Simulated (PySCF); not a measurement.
**Sb (antimony, neutral) across methods**

[Kr] 4d10 5s1 5p4, high-spin 4P determinant (an excited configuration). Computed with PySCF 2.14 in aug-cc-pwCVTZ-PP with ECP28MDF (8s7p6d4f1g, 96 functions), with a scalar-relativistic core potential.

| method | E (hartree) | mean ε 5s α (eV) | mean ε 5p α (eV) | mean ε 5p β (eV) | Σ⟨r²⟩ (bohr²) | ⟨S²⟩ |
| --- | --- | --- | --- | --- | --- | --- |
| PBE | -239.9147 | -14.487 | -6.109 | -4.425 | 61.42 | 3.757 |
| PW91 | -240.0086 | -14.553 | -6.150 | -4.466 | 61.39 | 3.757 |
| TPSS | -239.8293 | -14.645 | -6.210 | -4.392 | 61.29 | 3.758 |
| UHF | -239.00648 | -21.476 | -10.146 | -5.741 | 63.25 | 3.798 |
| HSE06 | -239.9296 | -15.896 | -6.798 | -4.720 | 61.36 | 3.758 |
| PBE0 | -239.9331 | -16.377 | -7.230 | -5.049 | 61.29 | 3.760 |
| M06-L | -240.0774 | -14.606 | -6.028 | -4.292 | 61.25 | 3.758 |
| LDA | -239.5390 | -14.676 | -6.183 | -4.559 | 61.30 | 3.755 |
| r2SCAN | -240.0261 | -15.329 | -6.545 | -4.432 | 61.10 | 3.768 |

Energies and moments cover only the electrons outside the core potential.
